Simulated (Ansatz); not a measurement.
Breaking the Si1–H2 bond in HISi (SMILES [SiH]I) (multiplicity 1 held, fragments rigid). Energies count from the point at 1.522 Å.
Geometry at that point (charge 0, multiplicity 1):
```xyz
3

Si    -1.1214    -0.9327     1.2781
H     -2.0942    -1.3863     0.1983
I      0.3357     0.2725    -0.3414
```

Restricted levels (R-, RO-) in cc, def2 and unpolarised 6-31G sets keep to the state of the molecule at rest. Unrestricted levels (U-) break spin symmetry where that is lower. Active spaces are followed from a long bond inwards. Levels need not reach the same state.

Correlated levels freeze the cores. Filled d and f shells under p-block atoms count as core.

Codes used: Ansatz (Gaussian basis) for Hartree–Fock, density functionals and correlated methods.  In def2 rows elements past Kr take small-core potentials, without spin–orbit coupling.

Energies in kcal/mol.

| R (Å) | R-HF/def2-TZVPP | R-B3LYP/def2-TZVPP | U-CCSD(T)/def2-TZVPP | SC-NEVPT2 on CASSCF(2,2)/def2-TZVPP | FIC-NEVPT4(SD) on CASSCF(2,2)/def2-TZVPP | FIC-MRCISD+Q on CASSCF(2,2)/def2-TZVPP |
|---|---|---|---|---|---|---|
| 1.218 | 24.9 | 25.8 | 25.7 | 26.8 | 26.1 | 25.6 |
| 1.370 | [?] | 5.0 | 4.8 | 5.4 | 5.0 | 4.8 |
| 1.522 | 0.0 | 0.0 | 0.0 | 0.0 | 0.0 | 0.0 |
| 1.675 | 4.4 | 3.2 | 3.5 | 2.9 | 3.3 | 3.5 |
| 1.827 | 13.1 | 10.3 | 10.8 | 9.8 | 10.5 | 10.8 |
| 2.055 | [?] | 23.7 | 24.4 | 22.5 | 23.7 | 24.4 |
| 2.284 | 45.9 | 37.3 | 38.3 | 34.9 | 36.6 | 37.6 |
| 2.664 | [?] | 57.3 | 57.7 | 51.3 | 53.8 | 55.0 |
| 3.045 | 91.6 | 72.8 | 69.1 | 61.4 | 64.3 | 65.8 |
| 3.502 | 110.9 | 86.2 | 73.4 | 67.1 | 70.2 | 71.8 |
| 4.111 | 129.5 | 97.5 | 74.5 | 69.4 | 72.6 | 74.2 |
| 4.872 | 144.9 | 105.2 | 74.8 | 70.0 | 73.2 | 74.8 |

Problem. Some entries are withheld; supply them.

Solution. 
- 2.055, R-HF/def2-TZVPP: 29.3
- 1.370, R-HF/def2-TZVPP: 4.2
- 2.664, R-HF/def2-TZVPP: 71.0

Doubts at one or more of the structures used: a restricted determinant that unrestricted orbitals would lower (R-HF/def2-TZVPP, R-B3LYP/def2-TZVPP); a spin-contaminated determinant (U-CCSD(T)/def2-TZVPP); T1 above 0.05 (U-CCSD(T)/def2-TZVPP).

Ansatz is an electronic-structure program.
